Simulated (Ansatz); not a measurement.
Abridged output of a molecular run in Ansatz:

```
Functional definition: HF
1718 factors; integrals over basis functions are off by at most 1.0e-3 eV
mean field evaluation 1: about -11928.3331 eV, gradient 5.3e1 eV
mean field evaluation 2: about -11928.6007 eV, gradient 5.3e1 eV
mean field evaluation 4: about -11934.1678 eV, gradient 5.0e0 eV
mean field evaluation 8: about -11934.2656 eV, gradient 5.3e-1 eV
mean field -11934.26699945 eV, -438.5762228931 hartree, gradient 1.7e-6 eV, S^2 0.000000; 0 other end points of the search recorded, 0 dependent functions left out
8 core orbitals not correlated: weight in the atoms' cores, before any rotation towards them, 1.000 or more for the frozen orbitals, at most 0.000 for the correlated occupied ones
reference -11934.26699945 eV, -438.5762228931 hartree; 20, 20 occupied and 230, 230 virtual orbitals, 1718 factors
second order -31.34827189 eV of doubles, -0.00000000 eV of singles
cycle   1  -30.76820253 eV  change    5.8e-1 eV  update   1.4e-1
cycle   2  -31.56156223 eV  change   -7.9e-1 eV  update   4.3e-2
cycle   3  -31.74637348 eV  change   -1.8e-1 eV  update   2.6e-2
cycle   4  -31.72975091 eV  change    1.7e-2 eV  update   8.4e-3
cycle   5  -31.72102040 eV  change    8.7e-3 eV  update   4.5e-3
cycle   6  -31.72350288 eV  change   -2.5e-3 eV  update   1.7e-3
cycle   7  -31.72332236 eV  change    1.8e-4 eV  update   7.8e-4
cycle   8  -31.72293497 eV  change    3.9e-4 eV  update   3.0e-4
cycle   9  -31.72305016 eV  change   -1.2e-4 eV  update   1.5e-4
cycle  10  -31.72314502 eV  change   -9.5e-5 eV  update   5.2e-5
cycle  11  -31.72307817 eV  change    6.7e-5 eV  update   2.2e-5
cycle  12  -31.72310828 eV  change   -3.0e-5 eV  update   1.0e-5
perturbative correction -1.25712083 eV, -0.0461983383 hartree
Total energy: -11967.24722856 eV, -439.7882239581 hartree
```

Its atoms:

Cartesian coordinates in Å:
```
N -1.463 0.655 -0.487
C -0.234 1.068 -0.814
N 0.799 1.063 -0.034
Sn 1.693 -1.198 -0.280
O -0.103 -1.627 0.649
H -2.155 0.590 -1.214
H -1.486 -0.067 0.233
H -0.100 1.416 -1.839
H 0.513 0.818 0.915
H 2.503 -0.904 1.290
H 0.033 -1.813 1.581
```

(1) Which basis set was used?
A. def2-TZVPP
B. def2-SVP
C. def2-SVPD
D. def2-QZVPP

(2) Write the keys of the input that set method, charge and spin (a neutral closed shell needs none for the last two).

## Answers

(1) A. It gives 258 functions.

(2) 
```yaml
correlation: {method: ccsd_t}
```
